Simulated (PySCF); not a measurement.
Species: trifluoromethanesulfonic acid, CHF₃O₃S.
SMILES with atom numbers: `[O:1]=[S:2](=[O:3])([OH:4])[C:5]([F:6])([F:7])[F:8]` (hydrogens: H9 on O4)

Structure optimised with GFN2-xTB, isolated species.

Question: List the bond lengths, angles and torsions at this level.

Answer: 
```tsv
bond	length (Å)
O1=S2, S2=O3	1.415
S2–O4	1.583
S2–C5	1.867
C5–F6, C5–F7, C5–F8	1.325
O4–H9	0.961
```

Bonds in one row agree within 0.01 Å and their mean is given. A selection of angles:
```tsv
angle	degrees
O1–S2–O3	121.6
O1–S2–O4	109.1
O1–S2–C5	107.7
O4–S2–C5	97.5
S2–C5–F6	107.7
S2–C5–F7	111.4
S2–C5–F8	110.3
F6–C5–F7	109.1
H9–O4–S2	112.4
```

Dihedral angles: O1–S2–C5–F6 -56° (synclinal); H9–O4–S2–O1 11° (synperiplanar). The mirror-image conformer, all signs reversed, is as good.

The O–S distances run from 1.411 Å (S2=O3, drawn double) to 1.583 Å (S2–O4, drawn single), a spread of 0.172 Å. O4 (hydroxyl oxygen) is bent (angle 112.4°). S2 (sulfonyl sulfur) is distorted tetrahedral (angles from 97.5° to 121.6°).

Not checked by GFN2-xTB frequencies. One conformer, not necessarily the lowest (O1–S2–O4–H 11°).

All values are computed, not measured.
